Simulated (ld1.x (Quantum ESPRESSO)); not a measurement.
# Fe (Z = 26) TM: all-electron and pseudo phase curves

* Element: iron (Fe)
* Generator: ld1.x (Quantum ESPRESSO) 7.5
* Type: norm-conserving Troullier–Martins (Kleinman–Bylander form)
* Functional: PBE
* Relativity: scalar-relativistic
* Frozen core: [Ar]
* Valence charge: 8
* Reference configuration: 3d5 4s0 4p0 (charge +3)
* Partial waves: 4p (bound, empty): rc 2.45 bohr; 3d (bound): rc 1.30 bohr; 4s (bound, empty): rc 1.65 bohr
* Local potential: the s channel
* Core correction: none

The phase is arctan(r·u′/u) with u = r·R(r), unwrapped; energies in Ry, scanned from -5 to 5 Ry. A pole is an energy at which the radial function vanishes at the test radius. The pseudo phase is shifted by a multiple of π to meet the all-electron one at the reference energy, and phase errors are pseudo minus all-electron; the curves can meet again beyond the range given. Levels narrower than the energy grid can be missing from the lists of poles.

Question: For each channel, where are the poles, and over which energies does the pseudopotential scatter like the atom?

Answer:

```
channel  radius (bohr)  reference energy (Ry)  poles, all-electron  poles, pseudo  unbroken range about the reference energy with phases within 0.05 rad  phase error 1 Ry above the reference energy (rad)
      s           2.65                  -2.30                -1.00    -1.08, 2.13                                                             below -0.2                                             -0.009
      p           2.65                  -1.77                -0.02           0.04                                                              below 1.8                                             +0.004
      d           2.65                  -3.18          -3.11, 1.65    -3.11, 2.91                                                             below -1.6                                             +0.018
```

Phases in the d channel:

```tsv
E (Ry)	all-electron	pseudo
-5.00	1.358	1.359
-4.74	1.347	1.349
-4.48	1.335	1.336
-4.22	1.319	1.321
-3.96	1.297	1.300
-3.70	1.262	1.265
-3.44	1.167	1.172
-3.18	-1.245	-1.245
-2.92	-1.759	-1.754
-2.66	-1.831	-1.823
-2.40	-1.879	-1.867
-2.14	-1.929	-1.910
-1.88	-1.990	-1.960
-1.62	-2.073	-2.023
-1.36	-2.201	-2.111
-1.10	-2.417	-2.242
-0.84	-2.812	-2.453
-0.58	-3.416	-2.805
-0.32	-3.936	-3.313
-0.06	-4.232	-3.791
0.20	-4.398	-4.101
0.46	-4.501	-4.286
0.72	-4.571	-4.403
0.98	-4.622	-4.481
1.24	-4.662	-4.538
1.50	-4.696	-4.581
1.76	-4.725	-4.615
2.02	-4.752	-4.643
2.28	-4.777	-4.667
2.54	-4.803	-4.687
2.80	-4.830	-4.705
3.06	-4.861	-4.722
3.32	-4.896	-4.737
3.58	-4.940	-4.752
3.84	-4.999	-4.767
4.10	-5.084	-4.781
4.36	-5.222	-4.795
4.62	-5.479	-4.811
4.88	-5.995	-4.827
```
